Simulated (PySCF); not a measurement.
This script is equivalent to a calculation on Li⁺ (lithium, charge +1).

```python
from pyscf import gto, scf, dft, mp, cc
import basis_set_exchange as bse
mol = gto.M(atom="Li 0 0 0", charge=1, spin=0, symmetry="D2h",
            basis=gto.basis.parse(bse.get_basis("cc-pVDZ", elements=["Li"], fmt="nwchem", header=False)))
mf = scf.UHF(mol)
mf.irrep_nelec = {'Ag': (1, 1)}
mf.kernel()
```

Q: What total energy does it give?

A: -7.23612 hartree (calculated).

Q: Which occupied shell lies highest, and where?

A: 1s, at -75.994 eV.
